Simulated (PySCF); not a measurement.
TMS-CHClF, C4H10ClFSi.
Structure used (PBE0-D3(BJ)/def2-SVP), in Å, numbered top down from 1:
```
atom  x, y, z in Å
C1    -0.5059   -1.1627   -1.3727
Si2    0.0920   -0.0328   -0.0060
C3     1.2847    1.2736   -0.6243
C4     0.8113   -1.0144    1.4228
C5    -1.4615    0.8679    0.6794
F6    -2.3534   -0.0471    1.1611
Cl7   -2.2417    1.8168   -0.6332
H8    -1.2524   -1.8713   -0.9820
H9    -0.9812   -0.5807   -2.1766
H10    0.3251   -1.7414   -1.8049
H11    1.6061    1.9437    0.1884
H12    2.1862    0.8047   -1.0496
H13    0.8146    1.8864   -1.4082
H14    0.0616   -1.7113    1.8280
H15    1.6811   -1.6042    1.0927
H16    1.1432   -0.3560    2.2409
H17   -1.2557    1.5974    1.4800
```

Method used: TDDFT CAM-B3LYP/def2-SVPD, vertical, gas phase, core orbitals frozen in the response (PySCF).

Kohn–Sham orbitals with the atoms that hold most of them (Löwdin shares over 4%, at most four atoms; ? is withheld):

```csv
orbital,ε (eV),atoms
HOMO-3,-10.55,"Cl7 64%, C3 9%, C5 7%, Si2 5%"
HOMO-2,-10.30,"C3 24%, C1 23%, Si2 19%, Cl7 10%"
HOMO-1,-10.25,"C4 29%, Si2 19%, C1 14%, Cl7 10%"
HOMO,?,?
LUMO,0.99,?
LUMO+1,1.25,"Cl7 56%, C5 16%"
LUMO+2,1.77,"C3 13%, Cl7 13%, F6 11%, H11 9%"
```

(1) Which atoms hold the LUMO, and with what shares?

(2) Which atoms hold the HOMO, and with what shares?

(3) What is the HOMO energy, and the HOMO–LUMO gap?

Results:

(1) Si2 (bonded to 4 C) 16%; C4 (bonded to Si and 3 H) 12%; C3 (bonded to Si and 3 H) 9%; H15 (bonded to C) 7%. By element: carbon 21% or more, silicon 16%, hydrogen 7% or more.

(2) Cl7 (bonded to C) 42%; C5 (bonded to Cl, F, Si and H) 22%; Si2 (bonded to 4 C) 11%; F6 (bonded to C) 9%.

(3) ε(HOMO) = -9.37 eV; the gap is 10.37 eV (0.3810 hartree).

Task: How does S1 compare with the orbital gap of 10.37 eV?

Result: S1 is at 6.83 eV (f = 0.022), 3.54 eV below the gap, made of HOMO→LUMO+1 (70%), HOMO→LUMO (10%). Its leading pair isn't HOMO and LUMO; the energies of that pair differ by 10.63 eV. 

Task: Give energy, strength and leading configuration of S1 and S5, and follow the Löwdin shares of the leading atoms from the occupied to the empty orbital.

Result: 
- S1 (6.83 eV, f 0.022), HOMO→LUMO+1 (70%): Cl7 42% → 56%, C5 22% → 16%
- S5 (8.33 eV, f 0.097), HOMO-1→LUMO (74%): C4 29% → 12%, Si2 19% → 16%
